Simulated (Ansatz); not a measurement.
`CSC1[SiH2][SiH2]1` at its PBE0-D4/def2-TZVP geometry, where that method's forces vanish. Total charge 0; spin multiplicity 1.

```tsv
atom	x (Å)	y (Å)	z (Å)
C1	-0.427	-0.939	2.029
S2	0.002	-1.494	0.374
C3	0.748	-0.039	-0.326
Si4	-0.481	1.386	-0.651
Si5	0.426	0.049	-2.206
H6	0.466	-0.674	2.597
H7	-0.930	-1.771	2.525
H8	-1.108	-0.086	1.990
H9	1.754	0.180	0.032
H10	-1.829	1.200	-0.071
H11	0.043	2.765	-0.484
H12	1.568	0.557	-3.004
H13	-0.233	-1.132	-2.806
```

(1) For each bond, give half the difference of the two atoms' forces along it (eV/Å; positive pushes the atoms apart) under PBE-D4, r2SCAN-D4, B3LYP-D4, ωB97M-V in def2-TZVPP. (Estimate.)

Results:

(1) Computed: 
| bond | length (Å) | PBE-D4 | r2SCAN-D4 | B3LYP-D4 | ωB97M-V |
| --- | --- | --- | --- | --- | --- |
| C1–S2 | 1.797 | 0.16 | 0.15 | 0.25 | 0.12 |
| C1–H6 | 1.091 | 0.10 | -0.03 | -0.07 | -0.07 |
| C1–H7 | 1.091 | 0.10 | -0.05 | -0.09 | -0.06 |
| C1–H8 | 1.092 | 0.11 | -0.03 | -0.09 | -0.08 |
| S2–C3 | 1.779 | 0.12 | 0.11 | 0.23 | 0.19 |
| C3–Si4 | 1.910 | 0.10 | 0.05 | 0.10 | -0.02 |
| C3–Si5 | 1.910 | 0.09 | 0.04 | 0.09 | 0.01 |
| C3–H9 | 1.090 | 0.08 | -0.03 | -0.12 | -0.10 |
| Si4–Si5 | 2.242 | 0.10 | 0.08 | 0.20 | 0.10 |
| Si4–H10 | 1.480 | 0.04 | -0.04 | -0.11 | -0.11 |
| Si4–H11 | 1.484 | 0.05 | -0.03 | -0.12 | -0.11 |
| Si5–H12 | 1.483 | 0.05 | -0.04 | -0.12 | -0.12 |
| Si5–H13 | 1.479 | 0.04 | -0.03 | -0.10 | -0.11 |

B3LYP here is the variant with VWN-RPA as its local correlation; programs differ in this.
